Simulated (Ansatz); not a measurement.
A structure relaxed at PBE-D4/def2-SVP in Ansatz, charge 0, singlet:

```xyz
6

Ga   -0.1686   -0.7043    0.2035
Ga   -0.0891   -0.6823    2.7069
Ga    0.4340    1.6521    1.8103
Ga   -0.1087   -0.1949   -2.6859
Ga    0.3919    1.7017   -0.6420
F    -0.4594   -1.7724   -1.3927
```

Task: Give its formula and point group.

Result: Ga5F. Point group Cs (tolerance 0.1 Å).

Task: Summarise the bond lengths by kind (pairs closer than 1.2 times the sum of covalent radii, bridged metal pairs left out).

Result: 6 × Ga–Ga 2.45 to 2.92 Å; 2 × F–Ga 1.94 to 2.07 Å.

The restricted singlet is unstable towards broken spin symmetry at other levels; at PBE-D4/def2-SVP this wasn't settled. Another isomer (singlet) lies 0.33 eV lower at PBE0-D4/def2-TZVP; other spin states weren't run for this one.
